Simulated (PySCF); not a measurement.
## TDDFT excited states: GeH7OPSi

Species: GeH7OPSi.
Z-matrix (Å and degrees, PBE0-D3(BJ)/def2-SVP geometry), rows numbered from 1:
```
Si
O   1  1.6574
Ge  2  1.7796  1  135.12
P   3  2.3288  2  107.88  1    10.76
H   1  1.4956  2  111.47  3    71.08
H   1  1.4908  2  108.05  3  -168.93
H   1  1.4983  2  110.77  3   -49.44
H   3  1.5385  2  105.88  1   133.91
H   3  1.5402  2  107.76  1  -106.92
H   4  1.4301  3   91.98  2  -176.79
H   4  1.4280  3   94.00  2    89.44
```

Method used: TDDFT B3LYP/def2-SVPD, vertical, gas phase, core orbitals frozen in the response in PySCF. Relativistic effects, spin–orbit coupling among them, are left out although an element past zinc is present.

```
state  E (eV)  E (hartree)       f  main configurations (H = HOMO, L = LUMO)
   S1    6.02       0.2214  0.0080                    H→L (57%), H→L+1 (37%)
   S2    6.30       0.2314   0.049       H→L+1 (45%), H→L (29%), H→L+2 (21%)
   S3    6.45       0.2370   0.051     H→L+2 (58%), H→L+3 (25%), H→L+1 (12%)
   S4    6.52       0.2395  0.0031                H-1→L (77%), H-1→L+1 (20%)
   S5    6.68       0.2453   0.172                  H→L+3 (65%), H→L+2 (15%)
   S6    6.86       0.2522   0.018                H-1→L+1 (74%), H-1→L (21%)
   S7    7.00       0.2573   0.011                               H-2→L (86%)
   S8    7.25       0.2663  0.0030              H-1→L+2 (81%), H-2→L+1 (13%)
   S9    7.32       0.2689   0.044              H-2→L+1 (61%), H-1→L+2 (14%)
  S10    7.39       0.2715  0.0098                             H-1→L+3 (93%)
```

Triplets, Tamm–Dancoff:

```csv
state,E (eV),λ (nm),"main configurations (H = HOMO, L = LUMO)"
T1,5.22,237.4,"H→L (69%), H→L+1 (20%)"
T2,5.62,220.4,"H→L+1 (30%), H→L+2 (27%), H→L+3 (27%)"
T3,5.91,209.7,"H→L+1 (40%), H→L+2 (25%), H→L (17%)"
T4,6.21,199.7,"H→L+3 (53%), H→L+2 (37%)"
```

The lowest singlet lies at 6.02 eV (206 nm, ultraviolet) and is weak; its leading configuration is HOMO→LUMO (57%). The strongest level in the table is S5 at 6.68 eV (186 nm, f = 0.172). Löwdin shares by element: HOMO phosphorus 57%, germanium 16%, oxygen 6%, hydrogen 6% or more (atoms not listed hold the other 16%); LUMO germanium 28%, phosphorus 22%, silicon 10%, hydrogen 7% or more (atoms not listed hold the other 32%). The oscillator strengths of these states sum to 0.369; summed over the whole spectrum of an exact calculation they would give the number of electrons, 76 (Thomas–Reiche–Kuhn). The listed states span 1.36 eV, and the widest gap between neighbours is 0.27 eV (S1 to S2). Orbital energies (eV): HOMO-3 -9.21, HOMO-2 -8.58, HOMO-1 -8.17, HOMO -7.48, LUMO -0.61, LUMO+1 -0.40, LUMO+2 -0.06. All these states lie below the vertical ionisation energy of 9.59 eV (ΔSCF). The window holds the lowest 10 singlets.

Time: 1.8 min wall. Hardware: Arm Neoverse V1, one thread, on a shared host.

One conformer stands for the species.
